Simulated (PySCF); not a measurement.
HNP, SMILES [NH+]#P, charge +1.

The structure is a stationary point at ωB97X-D3(BJ)/def2-TZVPD. The isomer is the one that the SMILES or the coordinates give; other isomers of the formula were not compared.

Two levels are set side by side: PBE/def2-TZVPD (PySCF) and M06-2X/def2-TZVPD (PySCF). Same geometry, gas phase. Differences are taken from unrounded values.

| quantity | M06-2X | PBE | PBE minus M06-2X |
|---|---|---|---|
| orbital gap (eV) | 10.41 | 5.75 | -4.66 |
| highest occupied level (eV) | -19.00 | -16.42 | 2.58 |
| lowest empty level (eV) | -8.59 | -10.67 | -2.08 |
| mean polarisability (bohr³) | 21.3 | 21.6 | 0.3 |

PBE's occupied levels lie high since its potential decays too fast outside the molecule; exact exchange lowers them and widens the gap. Differences between two approximate levels are no errors against the true value.

Rough cost on one machine, each run with all the roots and properties that it gave: M06-2X against PBE about 4 times.
